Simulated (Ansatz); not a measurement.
Cost and result up the ladder for Sn(OAc)H3 (C₂H₆O₂Sn) (11 atoms). Total charge 0; singlet. Geometry: PBE0-D4/def2-SVP.

| atom | x (Å) | y (Å) | z (Å) |
| --- | --- | --- | --- |
| C1 | 0.5080 | 0.3453 | 0.1478 |
| C2 | 1.6467 | 0.6178 | 1.0849 |
| O3 | -0.2757 | -0.6420 | 0.4924 |
| O4 | 0.3014 | 0.9821 | -0.8761 |
| Sn5 | -1.7207 | -0.7466 | -1.0068 |
| H6 | 2.2313 | 1.4753 | 0.7345 |
| H7 | 2.2855 | -0.2751 | 1.1509 |
| H8 | 1.2546 | 0.8081 | 2.0942 |
| H9 | -0.9879 | -1.1708 | -2.4843 |
| H10 | -2.6597 | 0.6740 | -1.0031 |
| H11 | -2.5834 | -2.0682 | -0.3344 |

Ansatz on 4 threads of Arm Neoverse V1 on a shared host. Times are rough, and most runs start from the orbitals of an earlier one. PBE0-D4/def2-TZVP serves as the yardstick here, not as an exact answer. Differences are given only for rows in sets of like size (and for xTB, whose basis is part of the method), since another set adds its own error. Binding counts from free atoms at the same level (C triplet, O triplet, Sn triplet, H doublet; other spins of the atoms weren't run), without zero-point energy or a counterpoise term.

In the def2 sets Sn takes a core potential, while STO-3G treats all electrons; there is no spin–orbit coupling. Correlated methods freeze 8 core orbitals; core or outer-core shells of Sn are correlated, in sets that lack core-valence functions. The rows differ in basis, and correlated rows in double-zeta sets carry the largest basis error. Another isomer (singlet) lies 0.12 eV lower at PBE0-D4/def2-TZVP; other spin states weren't run for this one.

Correlated methods converge slowly with the basis, most of all in double-zeta sets.

| level | functions | wall time | binding energy per atom (eV) | difference from PBE0-D4/def2-TZVP (eV) |
| --- | --- | --- | --- | --- |
| HF/STO-3G | 53 | 0.35 s | 3.22 | – |
| PBE-D4/def2-SVP | 112 | 0.9 s | 3.91 | – |
| PBE0-D4/def2-SVP | 112 | 1.1 s | 3.80 | – |
| HF/def2-TZVP | 210 | 1.6 s | 2.64 | -1.14 |
| BLYP-D4/def2-TZVP | 210 | 2.2 s | 3.79 | 0.01 |
| PBE-D4/def2-TZVP (with forces) | 210 | 2.4 s | 3.88 | 0.10 |
| MP2/def2-TZVP | 210 | 2.9 s | 3.70 | -0.08 |
| PBE0-D4/def2-TZVP | 210 | 3.3 s | 3.78 | 0.00 |
| r2SCAN-D4/def2-TZVP | 210 | 4.2 s | 3.80 | 0.02 |
| B97M-V/def2-TZVP | 210 | 10 s | 3.82 | 0.05 |
| CCSD(T)/def2-SVP | 112 | 12 s | 3.59 | – |
